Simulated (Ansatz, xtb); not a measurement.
# B3ClO+: which of two isomers lies lower

Structure a is the doublet with the links of `Cl[B]B1[B+]O1` and structure b is the doublet with the links of `O=B[B][B+]Cl`. Both are isolated ions in the gas phase, relaxed with PBE0-D3(BJ)/pcseg-1; the shapes shown needn't be the lowest conformers.

a (Å):

```xyz
5

B    -2.5878   -0.5405    1.4897
B    -1.4145    0.5657    1.7134
B    -0.0759    1.4013    2.0383
Cl   -3.5671   -1.8191    1.3607
O    -1.2241    1.9220    1.5578
```

b (Å):

```yaml
atoms:
  - { symbol: B, position_ang: [0.0000, 0.0000, -1.5244] }
  - { symbol: B, position_ang: [0.0000, 0.0000, 1.6972] }
  - { symbol: B, position_ang: [0.0000, 0.0000, 0.0729] }
  - { symbol: Cl, position_ang: [0.0000, 0.0000, -3.1419] }
  - { symbol: O, position_ang: [0.0000, 0.0000, 2.8962] }
```

Energies in hartree; the thermal terms are from PBE0-D3(BJ)/pcseg-1 harmonic frequencies (ideal gas, rigid rotor, one conformer each, 298.15 K, 1 atm) and include the zero-point energy:

|  | a | b |
| --- | --- | --- |
| E, CCSD(T)/def2-SVP | −608.373959 | −608.398958 |
| E, MP2/def2-SVP | −608.321005 | −608.347732 |
| E, MP2/def2-TZVPP | −608.781538 | −608.804939 |
| zero-point energy | 0.014349 | 0.014796 |
| H(298 K) − E | 0.020435 | 0.021493 |
| G(298 K) − E | −0.015093 | −0.013399 |

Task: Correct the CCSD(T) difference for the basis set by the MP2 change, then work out ΔE, ΔE₀, ΔH and ΔG for a → b in kcal/mol (1 Eh = 627.51 kcal/mol) and the equilibrium ratio [b]/[a].

Result: 1. Differences b − a: CCSD(T) −0.024999, MP2 in the small set −0.026727, MP2 in the large set −0.023401 Eh.
2. ΔE = −0.024999 + (−0.023401 − (−0.026727)) = −0.021673 Eh = −13.60 kcal/mol.
3. ΔE₀ = ΔE + ΔZPE = −0.021673 + (+0.000447) Eh = −13.32 kcal/mol.
4. ΔH = ΔE + (+0.001058) Eh = −12.94 kcal/mol.
5. ΔG = ΔE + (+0.001694) Eh = −12.54 kcal/mol, so ΔS = (ΔH − ΔG)/T = −5.6 J/(mol K).
6. kT = 0.9442 mEh, so K = [b]/[a] = exp(−ΔG/kT) = exp(+21.16) ≈ 1.5 × 10^9.

Structure b is favoured at this temperature. An error of 1 kcal/mol in ΔG would change K by a factor of 5.4. Mirror images and further conformers aren't counted.

As drawn, b has 1 B=O in place of 2 B–O. Structure a has a 3-membered ring, b no ring.

Other levels gave ΔE = −20.0 (GFN2-xTB); −15.1 (HF/STO-3G, GFN2-xTB geometries); −10.7 (r2SCAN-D4/def2-SVP, GFN2-xTB geometries); −11.6 (PBE0-D3(BJ)/pcseg-1); −13.0 (HF/def2-SVP); −16.8 (MP2/def2-SVP); −15.7 (CCSD(T)/def2-SVP) kcal/mol. Open shells are spin-unrestricted. The correlated steps freeze 9 core orbitals. Programs: Ansatz 0.2.0, xtb 6.7.1.
